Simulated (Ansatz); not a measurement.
Start from `[CH3][GeH2][F]` and change one atom or group to get `[CH3][GeH]([F])[Br]`.

Ansatz, PBE0-D4/def2-TZVP geometries, multiplicity 1. 

Scalar relativity is left out up to krypton.

```json
{"property": "size of the dipole moment (ωB97M-V/def2-TZVPP) / D", "`[CH3][GeH2][F]`": "2.45"}
{"property": "size of the dipole moment (PBE/def2-TZVPP) / D", "`[CH3][GeH2][F]`": "2.34"}
{"property": "HOMO energy (B3LYP/def2-TZVPP) / eV", "`[CH3][GeH2][F]`": "-8.86"}
{"property": "HOMO–LUMO gap (B3LYP/def2-TZVPP) / eV", "`[CH3][GeH2][F]`": "8.98"}
{"property": "size of the dipole moment (B3LYP/def2-TZVPP) / D", "`[CH3][GeH2][F]`": "2.46"}
{"property": "HOMO energy (ωB97M-V/def2-TZVPP) / eV", "`[CH3][GeH2][F]`": "-11.32"}
```

(1) Give the same properties after the change, and the shifts. (Best estimate.)

Results:

(1) Computed: 
```json
{"property": "size of the dipole moment (ωB97M-V/def2-TZVPP) / D", "`[CH3][GeH]([F])[Br]`": "2.87", "shift": "0.42"}
{"property": "size of the dipole moment (PBE/def2-TZVPP) / D", "`[CH3][GeH]([F])[Br]`": "2.74", "shift": "0.40"}
{"property": "HOMO energy (B3LYP/def2-TZVPP) / eV", "`[CH3][GeH]([F])[Br]`": "-8.16", "shift": "0.70"}
{"property": "HOMO–LUMO gap (B3LYP/def2-TZVPP) / eV", "`[CH3][GeH]([F])[Br]`": "7.58", "shift": "-1.40"}
{"property": "size of the dipole moment (B3LYP/def2-TZVPP) / D", "`[CH3][GeH]([F])[Br]`": "2.86", "shift": "0.40"}
{"property": "HOMO energy (ωB97M-V/def2-TZVPP) / eV", "`[CH3][GeH]([F])[Br]`": "-10.63", "shift": "0.69"}
```

With PBE0 the HOMO rises by 0.66 eV and the LUMO falls by 0.66 eV, so the gap narrows by about 1.32 eV. PBE moves the HOMO by 0.53 eV and ωB97M-V by 0.69 eV. Dipoles are sizes alone; their direction can turn.

B3LYP here is the variant with VWN-RPA as its local correlation; programs differ in this.

Spin–orbit coupling is left out; it splits and shifts lone-pair levels of the heavy atoms by tenths of an eV.
